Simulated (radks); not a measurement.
Q: Ca0.5+, 19.5 electrons, occupied as [Ne] 3s2 3p5.5 4s2 (fractional occupations, a model configuration). All-electron calculation, non-relativistic Kohn-Sham, PBE, spin-unpolarised, spherical densities, point nucleus. Program: a radial shooting solver on a logarithmic mesh with Libxc functionals. Some entries of the table are withheld. Estimate them.

orbital  occ.  eigenvalue (eV)  <r> (bohr)  r(max) (bohr)
1s          2        -3936.385     0.07737        0.05081
2s          2        -418.7494      0.3667            (1)
2p          6        -342.5852         (2)            (3)
3s          2         -53.4809       1.149         0.9942
3p        5.5         -34.6323       1.247          1.040
4s          2          -7.0663       3.601          3.133

A: 
(1) 2s r(max) (bohr): 0.3021
(2) 2p <r> (bohr): 0.3285
(3) 2p r(max) (bohr): 0.2475
